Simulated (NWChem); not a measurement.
Molecule: C3, singlet; SMILES [C]=C=[C]

Low-valent species are run as closed-shell singlets; no triplet was tried in these runs.

**Question.** Give the equilibrium geometry at B3LYP/6-31G* (spherical d) (NWChem) as a Z-matrix, with the point group.

**Answer.** point group D*h; any orientation.
```
C
C 1 1.2968
C 1 1.2968 2 178.89
```
